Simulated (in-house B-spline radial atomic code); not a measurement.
Configurations of Sb, with energies counted from [Kr] 4d10 5s2 5p3. All numbers are computed (scalar-relativistic (X2C) PBE0, spin-polarised, spherical fractional occupations, exact exchange averaged over the configuration; Fermi nucleus of rms radius 4.6802 fm) with a radial B-spline atomic code at the basis-set limit, not measured. Shells without spins written out take the highest spin.

Occupations are held fixed; configurations that lie above the ionisation limit could autoionise.

| configuration | E - E(ref) (eV) | highest orbital | its <r> (bohr) |
| --- | --- | --- | --- |
| [Kr] 4d10 5s1 5p4 | 7.9791 | 5p down | 2.98 |
| [Ar] 3d10 4s2 4p5 4d10 5s2 5p3 6s1 | 108.22 | 6s up | 6.33 |
| [Ar] 3d10 4s2 4p5 4d10 5s2 5p3 6d1 | 110.44 | 6d up | 14.52 |
| [Ar] 3d9 4s2 4p6 4d10 5s2 5p3 6p1 | 534.8 | 6p up | 8.469 |
| [Ar] 3d9 4s2 4p6 4d10 5s2 5p3 5f1 | 536.52 | 5f up | 28.33 |

(1) Order these further configurations by energy, lowest first.
A. [Ar] 3d9 4s2 4p6 4d10 5s2 5p3 6f1
B. [Kr] 4d10 5s1 5p3 5f1
C. [Kr] 4d10 5s2 5p2 6s1
D. [Ar] 3d10 4s2 4p5 4d10 5s2 5p3 5f1
E. [Kr] 4d10 5s2 5p2 5f1

(2) How far above the reference does [Kr] 4d9 4f1 5s2 5p3 lie?

Answers

(1) C (5.7118 eV), E (8.401 eV), B (14.417 eV), D (111.07 eV), A (536.7 eV).

(2) 39.202 eV; its least bound orbital is 4f up with <r> = 16.61 bohr.
